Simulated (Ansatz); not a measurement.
`O/C(F)=C\Br` + BH₃ → `B/C=C(/O)F` + HBr  (formal exchange of groups at a C–Br bond)

Computed with Ansatz on PBE0-D4/def2-TZVP structures; ΔE is electronic, products minus reactants. CCSD(T)/CBS adds triple-zeta CCSD(T) − MP2 to the extrapolated MP2 energy (def2 sets, frozen cores). This one scheme is used for every species. Double bonds are as drawn, so ΔE can hold a change between cis and trans. Functionals use def2-TZVPP. B3LYP here is the variant with VWN-RPA as its local correlation; programs differ in this. For Br outer-core shells are correlated without core-valence functions, which leaves a few kJ/mol of doubt a bond. Scalar relativity is left out up to krypton. One conformer a species, not always the lowest.

```json
{"level": "B3LYP", "ΔE (kcal/mol)": "-30.1"}
{"level": "CCSD/def2-TZVPP", "ΔE (kcal/mol)": "-28.0"}
```

Q: What does CCSD(T)/CBS give? (Best estimate.)

A: The calculation gave: -28.1 kcal/mol. The listed levels differ from it by -2.0, 0.1 kcal/mol.

Largest T1 diagnostic among the species: 0.013.
